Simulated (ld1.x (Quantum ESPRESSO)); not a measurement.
**Al (Z = 13), TM: configuration errors across variants**

```json
{"Element": "aluminium", "Generator": "ld1.x (Quantum ESPRESSO) 7.5", "Type": "norm-conserving Troullier–Martins (Kleinman–Bylander form)", "Functional": "BLYP", "Relativity": "non-relativistic", "Frozen core": "[Ne]", "Valence charge": "3", "Reference configuration": "3s2 3p1", "Partial waves": "3s (bound): rc 1.95 bohr; 3p (bound): rc 2.40 bohr; 3d channel at -0.15 Ry: rc 2.35 bohr", "Local potential": "all-electron potential smoothed inside 1.60 bohr (lloc = -2)", "Core correction": "none"}
```

All-electron excitation energies from the reference (eV): (1) 3s2 3p0 5.637; (2) 3s1 3p0 24.817; (3) 3s2 3p0.5 2.017; (4) 3s2 3p1.3 -0.533; (5) 3s1 3p2 5.155; (6) 3s0 3p3 10.515; (7) 3s1 3p1 11.438.

2 further variants failed, have other tests or too few solved ones, and are left out.

Errors AE − PS in meV (a dash: test not solved or not reliable):

| change | (1) | (2) | (3) | (4) | (5) | (6) | (7) | bound ghosts |
| --- | --- | --- | --- | --- | --- | --- | --- | --- |
| base | +7.3 | +112 | +1.2 | +0.2 | +11 | +51 | +24 | none |
| local potential the s channel | +6.5 | +107 | +1.1 | +0.2 | +11 | +51 | +24 | none |
| core correction a·sin(br)/r model core inside 1.06 bohr | +2.4 | +19 | +0.4 | +0.1 | -1.1 | -5.8 | +4.4 | none |
| wave 3d channel at -0.15 Ry: rc 2.35 bohr becomes 3d channel at -0.09 Ry: rc 2.35 bohr | +7.3 | +112 | +1.2 | +0.2 | +11 | +51 | +24 | none |
| wave 3p (bound): rc 2.40 bohr becomes 3p (bound): rc 3.48 bohr | +5.4 | +106 | +1.0 | +0.2 | +12 | +54 | +26 | none |
| local potential all-electron potential smoothed inside 2.08 bohr (lloc = -2) | +6.7 | +109 | +1.1 | +0.2 | +11 | +51 | +23 | none |
| wave 3d channel at -0.15 Ry: rc 2.35 bohr becomes 3d channel at -0.15 Ry: rc 3.44 bohr | +7.3 | +112 | +1.2 | +0.2 | +11 | +51 | +24 | none |

**Question.** Give the same row for: wave 3s (bound): rc 1.95 bohr becomes 3s (bound): rc 2.02 bohr.

**Answer.** +7.4, +112, +1.2, +0.2, +10, +50, +24; bound ghosts: none.
